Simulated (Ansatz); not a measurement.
A CCSD(T) single point on `O[SiH2]/C=C/Cl`.

```yaml
crystal:
  periodic: [false, false, false]
  atoms:
    - {symbol: O, position_ang: [-1.673954, 0.264941, 0.924252]}
    - {symbol: Si, position_ang: [-0.145573, -0.295144, 1.183590]}
    - {symbol: C, position_ang: [0.855517, -0.227546, -0.378035]}
    - {symbol: C, position_ang: [0.293704, 0.104214, -1.531346]}
    - {symbol: Cl, position_ang: [1.140033, 0.196950, -3.030680]}
    - {symbol: H, position_ang: [-1.809889, 1.212368, 0.955749]}
    - {symbol: H, position_ang: [0.548647, 0.506044, 2.230395]}
    - {symbol: H, position_ang: [-0.285237, -1.695658, 1.649264]}
    - {symbol: H, position_ang: [1.917657, -0.461705, -0.362145]}
    - {symbol: H, position_ang: [-0.757803, 0.344435, -1.638046]}
basis:
  gaussian: {orbitals: def2-TZVPP}
correlation: {method: ccsd_t}
```

```sh
$ ansatz run in.yaml --threads 4 --pin off --events-out ev --progress --plain --max-ram 10444MiB
```

The program prints (abridged):

```
Functional definition: HF
1467 factors; integrals over basis functions are off by at most 8.4e-4 eV
mean field evaluation 1: about -24542.0879 eV, gradient 4.2e1 eV
mean field evaluation 2: about -24542.3882 eV, gradient 4.2e1 eV
mean field evaluation 4: about -24546.2576 eV, gradient 4.1e0 eV
mean field evaluation 8: about -24546.3309 eV, gradient 3.6e-1 eV
mean field evaluation 16: about -24546.3319 eV, gradient 2.8e-6 eV
mean field -24546.33185448 eV, -902.0610575507 hartree, gradient 2.8e-6 eV, S^2 0.000000; 0 other end points of the search recorded, 0 dependent functions left out
13 core orbitals not correlated: weight in the atoms' cores, before any rotation towards them, 1.000 or more for the frozen orbitals, at most 0.000 for the correlated occupied ones
reference -24546.33185448 eV, -902.0610575507 hartree; 15, 15 occupied and 219, 219 virtual orbitals, 1467 factors
second order -23.71668495 eV of doubles, -0.00000000 eV of singles
cycle   1  -24.23108618 eV  change   -5.1e-1 eV  update   1.0e-1
cycle   2  -24.82887700 eV  change   -6.0e-1 eV  update   3.1e-2
cycle   3  -24.95765343 eV  change   -1.3e-1 eV  update   1.5e-2
cycle   4  -24.94602932 eV  change    1.2e-2 eV  update   3.6e-3
cycle   5  -24.94651776 eV  change   -4.9e-4 eV  update   1.5e-3
cycle   6  -24.94695517 eV  change   -4.4e-4 eV  update   3.6e-4
cycle   7  -24.94680488 eV  change    1.5e-4 eV  update   1.4e-4
cycle   8  -24.94679158 eV  change    1.3e-5 eV  update   4.6e-5
cycle   9  -24.94679859 eV  change   -7.0e-6 eV  update   1.9e-5
perturbative correction -1.06032993 eV, -0.0389664063 hartree
Total energy: -24572.33898301 eV, -903.0168018959 hartree
```

Hardware: 4 threads of an Arm Neoverse V1 on a shared host. Wall time 2.3 min, peak host memory 5 GiB.

The correlation energy is -26.007 eV, 4.1 % of it from (T); the T1 diagnostic reads 0.0113.
